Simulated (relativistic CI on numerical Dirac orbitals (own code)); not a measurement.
## Hf²⁺: resonant inelastic scattering at the O2,3 edge

Computed with this model: Dirac-Coulomb-Breit CI, separate exchange-only KLI orbitals for each configuration, a model potential for QED, valence Slater integrals scaled by 0.7, Kramers-Heisenberg scattering through one core-hole configuration in a parametric crystal field; configurations [Xe] 4f14 5d2 → [Kr] 4d10 4f14 5s2 5p5 5d3; 300 K; core-hole width 1 eV; summed over polarisations. Incident energies are the highest absorption maxima for each field (at most a few, so the weaker spin-orbit partner edge can be absent), on the computed scale of the free ion. Intensities are in per cent of the strongest line above 0.02 eV; levels within 1 cm⁻¹ are merged; final levels count from the ground level, the first row holds all elastic scattering, lines under 0.4 are left out and each table stops after 24 rows. The scale of the Slater integrals is a model choice and moves the terms in proportion.

Field parameters in Wybourne normalisation: D3d B²₀ = −7Dσ, B⁴₀ = −14Dq − 21Dτ, B⁴₃ = −14√(10/7) Dq. The field is a parameter set, without covalency.

S is read from ⟨S²⟩ = S(S + 1).

D3d, 10Dq = 29350, Dσ = -1200, Dτ = 140 cm⁻¹:

| Final level (eV) | Degeneracy | Irrep | S | 36.4 eV | 42.8 eV | 44.6 eV |
| --- | --- | --- | --- | --- | --- | --- |
| 0.000 | 1 | A1 | 0.99 | 504.2 | 282.4 | 806.3 |
| 0.017 | 2 | E | 0.99 | 48.0 | 2.2 | 15.6 |
| 0.194 | 2 | E | 0.98 | 71.6 | 32.3 | 78.1 |
| 0.332 | 2 | E | 0.99 | 32.1 | 32.1 | 100.0 |
| 0.417 | 1 | A2 | 1.00 | 4.0 | 5.3 | 36.3 |
| 0.435 | 1 | A1 | 0.99 | 4.5 | 6.8 | 82.5 |
| 0.810 | 2 | E | 0.07 | 9.1 | 13.4 | 72.6 |
| 1.107 | 1 | A1 | 0.05 | 4.6 | 1.7 | 51.9 |
| 1.125 | 2 | E | 0.04 | 2.9 | 7.8 | 44.6 |
| 2.199 | 1 | A1 | 0.03 | 0.7 | 3.0 | 7.0 |
| 3.696 | 1 | A2 | 1.00 | 6.6 | 8.7 | 38.0 |
| 3.703 | 2 | E | 1.00 | 15.4 | 37.7 | 92.5 |
| 3.788 | 1 | A1 | 1.00 | 10.2 | 38.2 | 48.0 |
| 3.797 | 1 | A2 | 1.00 | 6.3 | 22.4 | 14.5 |
| 3.841 | 2 | E | 0.99 | 12.1 | 43.6 | 72.7 |
| 3.897 | 2 | E | 1.00 | 4.9 | 32.2 | 96.5 |
| 4.305 | 1 | A1 | 0.96 | 6.1 | 17.0 | 35.8 |
| 4.337 | 2 | E | 1.00 | 9.8 | 32.7 | 46.1 |
| 4.553 | 1 | A1 | 0.67 | 9.7 | 8.5 | 20.3 |
| 4.568 | 2 | E | 0.58 | 9.9 | 19.7 | 22.2 |
| 4.592 | 1 | A2 | 0.96 | 4.1 | 4.7 | 3.9 |
| 4.674 | 2 | E | 0.98 | 12.5 | 14.7 | 29.2 |
| 4.712 | 1 | A1 | 0.61 | 5.4 | 11.6 | 12.3 |
| 4.764 | 2 | E | 0.68 | 5.8 | 16.1 | 20.8 |

D3d, 10Dq = 29350, Dσ = -860, Dτ = 140 cm⁻¹:

```
Final level (eV)  Degeneracy  Irrep     S  36.3 eV  42.9 eV  44.6 eV
           0.000           1     A1  0.99    579.6    273.3    717.3
           0.011           2      E  0.99     47.7      3.0     22.3
           0.098           2      E  0.98     77.6     33.7     68.5
           0.248           2      E  1.00     28.1     32.8     88.8
           0.313           1     A2  1.00      6.2      4.9     34.5
           0.344           1     A1  0.99      3.9      7.4     87.9
           0.828           2      E  0.05      7.1     16.6     68.9
           1.020           2      E  0.04      3.0      6.9     39.6
           1.031           1     A1  0.04      4.0      1.5     43.5
           2.066           1     A1  0.04      0.4      2.6      9.6
           3.656           1     A2  1.00      7.4      7.9     34.3
           3.671           2      E  1.00     13.4     39.4    100.0
           3.723           1     A1  1.00      7.9     29.9     48.9
           3.744           1     A2  1.00      5.0     21.3     18.1
           3.777           2      E  0.99     11.7     40.3     74.7
           3.822           2      E  1.00      5.4     36.9     93.5
           4.286           1     A1  0.97      4.7     19.8     43.2
           4.316           2      E  0.99      8.4     35.4     44.2
           4.453           1     A1  0.82      7.9     11.3     20.2
           4.466           1     A2  0.98      4.5      6.9      5.2
           4.476           2      E  0.76      9.6     19.9     18.2
           4.553           2      E  0.98     14.4     16.2     31.3
           4.650           1     A1  0.42      6.0     11.6     16.5
           4.689           2      E  0.48      7.3     14.7     27.7
```

D3d, 10Dq = 29350, Dσ = -510, Dτ = 140 cm⁻¹:

| Final level (eV) | Degeneracy | Irrep | S | 36.3 eV | 43.7 eV | 44.7 eV |
| --- | --- | --- | --- | --- | --- | --- |
| 0.000 | 2 | E | 0.99 | 676.9 | 374.1 | 655.6 |
| 0.002 | 1 | A1 | 0.99 | 42.7 | 21.7 | 25.7 |
| 0.014 | 2 | E | 0.99 | 69.8 | 47.4 | 42.3 |
| 0.195 | 2 | E | 1.00 | 25.4 | 19.2 | 63.8 |
| 0.221 | 1 | A2 | 1.00 | 10.8 | 7.0 | 30.6 |
| 0.275 | 1 | A1 | 0.99 | 3.7 | 13.1 | 80.7 |
| 0.861 | 2 | E | 0.04 | 6.1 | 33.5 | 54.9 |
| 0.928 | 2 | E | 0.04 | 3.9 | 12.1 | 30.8 |
| 0.934 | 1 | A1 | 0.04 | 3.4 | 18.3 | 37.0 |
| 1.979 | 1 | A1 | 0.04 | 0.2 | 6.6 | 16.3 |
| 3.618 | 1 | A2 | 1.00 | 7.8 | 11.7 | 28.0 |
| 3.650 | 2 | E | 1.00 | 10.6 | 74.8 | 89.1 |
| 3.664 | 1 | A1 | 1.00 | 5.9 | 41.0 | 44.5 |
| 3.709 | 1 | A2 | 1.00 | 3.4 | 19.9 | 32.7 |
| 3.722 | 2 | E | 1.00 | 10.3 | 57.2 | 100.0 |
| 3.749 | 2 | E | 1.00 | 7.3 | 52.0 | 92.5 |
| 4.274 | 1 | A1 | 0.98 | 4.7 | 29.2 | 54.8 |
| 4.305 | 2 | E | 0.99 | 8.3 | 30.0 | 30.8 |
| 4.361 | 1 | A2 | 0.99 | 4.2 | 10.7 | 12.7 |
| 4.372 | 1 | A1 | 0.87 | 5.0 | 18.6 | 18.0 |
| 4.394 | 2 | E | 0.83 | 9.4 | 29.2 | 19.0 |
| 4.459 | 2 | E | 0.99 | 15.4 | 18.2 | 35.8 |
| 4.619 | 1 | A1 | 0.32 | 4.9 | 11.0 | 16.9 |
| 4.637 | 2 | E | 0.37 | 8.8 | 21.6 | 30.9 |

For the first field the strongest loss at the lowest incident energy is the level at 0.19 eV (S = 0.98, against 0.99 in the thermal ground state). Levels of other spin, the first over 8 % at 0.81 eV, appear because spin-orbit coupling of the core hole, and in heavier ions of the valence shell too, mixes spins.
